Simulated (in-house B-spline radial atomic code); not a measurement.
# RPA and G0W0 on Hartree-Fock: the indium ion In²⁺

Configuration [Kr] 4d10 5s1, highest spin, mean-field start Hartree-Fock. Computed with a B-spline radial code for spherical atoms: all electrons, non-relativistic, point nucleus, each spin shell either full or empty, empty states to l = 9 with an (l + 1/2)⁻⁴ tail; G0W0 by contour deformation at full frequency.

Without relativity these are model numbers: it shifts the levels of so heavy an element strongly and can reorder them.

Command:
```bash
python run_gw.py task.json out
```
Settings (radii: box in bohr, nucleus in fm):
```
Z                        49
electrons                47
configuration            [Kr] 4d10 5s1
hamiltonian              nr
method                   hf
lmax                     9
spin_polarised           True
box_radius               17.55
intervals                54
ion_configuration        [Kr] 4d10
```

Time taken, with all properties: 8.4 s on 1 thread of Arm Neoverse N1, on a shared host.

Energies (hartree):

```
                                     term        value
                         mean-field total  -5739.38047
Hartree-Fock functional on these orbitals  -5739.38046
                      direct second order      -3.7168
                    second-order exchange       1.0373
                         SOSEX correction       0.9773
```

Question: What is the RPA correlation energy, and what remains with SOSEX?

Answer: RPA gives -3.337 hartree (-1.93 eV per electron); RPA + SOSEX gives -2.3597, and the second-order doubles (MP2) -2.6794 hartree. SOSEX takes back 29 % of the RPA value.

Quasi-particle levels (eV):

```json
{"level": "5s up", "occupied": "yes", "mean field": "-25.686", "Σx - vxc": "0.00", "Σc": "?", "QP weight": "?", "G0W0": "?"}
{"level": "4d down", "occupied": "yes", "mean field": "-46.19", "Σx - vxc": "0.00", "Σc": "0.22", "QP weight": "0.951", "G0W0": "-45.97"}
{"level": "4d up", "occupied": "yes", "mean field": "-46.37", "Σx - vxc": "0.00", "Σc": "0.21", "QP weight": "0.896", "G0W0": "-46.16"}
{"level": "5s down", "occupied": "no", "mean field": "-16.055", "Σx - vxc": "0.00", "Σc": "-1.72", "QP weight": "0.970", "G0W0": "-17.774"}
```

G0W0 = mean field + (Σx - vxc) + Σc, with Σc (partial-wave tail included) taken at the quasi-particle energy. Only the outer levels were computed. Levels of low weight are left out.

Question: Where does G0W0 put 5s up?

Answer: At -27.138 eV, with Σc = -1.45 eV and a quasi-particle weight of 0.974. The tabulated removal energy is 28.044 eV (NIST, measured); the calculation leaves out relativity, Breit and QED terms, and what these don't explain is the method's own error.

Question: What does it cost to remove one electron (to [Kr] 4d10) by differences of total energies, each species on its own start (correlation terms add to the Hartree-Fock functional)?

Answer: Hartree-Fock functional 25.566 eV, + RPA 26.999 eV, + RPA + SOSEX 26.534 eV, + second order 27.071 eV. Tabulated: 28.044 eV (NIST, measured); the calculation leaves out relativity, Breit and QED terms, and what these don't explain is the method's own error.
